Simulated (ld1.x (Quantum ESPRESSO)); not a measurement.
What one change does to a pseudopotential (Pt, TM semilocal)

ld1.x (Quantum ESPRESSO) 7.5 input, shortened:

```
&input
   title='Pt', zed=78., rel=1, dft='PBE', iswitch=3,
   config='[Xe] 4f14 5d9 6s1 6p0'
 /
 &inputp
   pseudotype=1, tm=.true., lloc=1,
   nlcc=.false.
 /
3
6S  1  0   1.00   0.00  2.45  2.45  0.0
5D  3  2   9.00   0.00  1.65  1.65  0.0
6P  2  1   0.00   0.00  3.70  3.70  0.0
 &test
   configts(1)='5d9 6s1 6p0'
 /
```

All-electron outer shells of the reference configuration (PBE, scalar-relativistic, ld1.x):

| shell | level (eV) | outermost node (bohr) | outermost maximum (bohr) |
| --- | --- | --- | --- |
| 4f | -70.08 | – | 0.38 |
| 5p | -56.02 | 0.53 | 0.98 |
| 5d | -6.14 | 0.57 | 1.26 |
| 6s | -5.66 | 1.14 | 2.38 |
| 6p | -0.84 | 1.36 | 3.69 |

Change: all radii scaled by about 1.24 (s 3.04, p 4.60, d 2.04 bohr).

Cutoffs: the cutoffs (Ry, on a coarse ladder) from which the occupation-weighted sum of valence levels, in a spherical-Bessel basis at the reference potential, stays within 10 and 1 mRy of its value at 400 Ry; they do not see the model core or the augmentation charge, which bear on the density cutoff. Errors are all-electron minus pseudo energies relative to the spin-unpolarised reference configuration.

Task: What does the change do?

Result: The potential gets softer (40 Ry and 60 Ry → 40 Ry and 50 Ry); of the 7 tests that both files solve, the error grows in 4 and shrinks in 3 by more than 15 % and 0.3 meV (median size 9.3 → 7.9 meV); neither file shows a bound ghost. A larger radius leaves more room for a smooth pseudo-wave, so fewer plane waves are needed. A semilocal file is local in each channel, so a ghost entry of none says nothing of the separable form that plane-wave codes build from it.

```tsv
quantity	base	changed
cutoff, loose	40 Ry	40 Ry
cutoff, tight	60 Ry	50 Ry
loose cutoff by channel (10 mRy a level)	s 8 Ry, d 35 Ry	s 6 Ry, d 35 Ry
bound ghosts	none	none
error for 5d9 6s0 6p0, meV [ΔE 9.19 eV]	-0.3	+2.8
error for 5d8 6s0 6p0, meV [ΔE 29.16 eV]	+28	-7.9
error for 5d7 6s0 6p0, meV [ΔE 61.38 eV]	+9.3	-84
error for 5d10 6s0 6p0, meV [ΔE -0.02 eV]	-27	-3.8
error for 5d9 6s0 6p1, meV [ΔE 5.05 eV]	+3.0	+8.3
error for 5d6 6s0 6p0, meV [ΔE 107.03 eV]	-117	-280
error for 5d9 6s0.5 6p0, meV [ΔE 3.69 eV]	-1.3	-0.1
```
